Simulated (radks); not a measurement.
Species: the oxygen ion O4+. Configuration: [He] 2s2. Calculated with a radial shooting solver on a logarithmic mesh with Libxc functionals: non-relativistic Kohn-Sham, r2SCAN, spin-polarised, spherical densities, point nucleus; meta-GGA in the generalised Kohn-Sham scheme.

Radial electron density D(r) = 4 pi r^2 rho(r):

```
   r/bohr * D(r) (the largest magnitude, 8.62, reaches the edge; | marks zero)
  0.01031 | *
  0.01249 |  *
  0.01525 |    *
  0.01863 |      *
  0.02275 |        *
  0.02757 |            *
  0.03367 |                *
  0.04113 |                      *
  0.04983 |                            *
  0.06086 |                                   *
  0.07434 |                                           *
  0.09007 |                                                 *
     0.11 |                                                     *
   0.1344 |                                                      *
   0.1641 |                                                  *
   0.1989 |                                          *
   0.2429 |                                *
   0.2967 |                     *
   0.3595 |             *
   0.4391 |          *
   0.5363 |           *
   0.6498 |             *
   0.7936 |              *
   0.9694 |            *
    1.184 |        *
    1.435 |   *
    1.752 | *
     2.14 *
    2.593 *
    3.167 *
```

D(r) has 2 maxima, at r = 0.126, 0.775 bohr, and minima at 0.457 bohr, inside which lie 2.07 electrons.
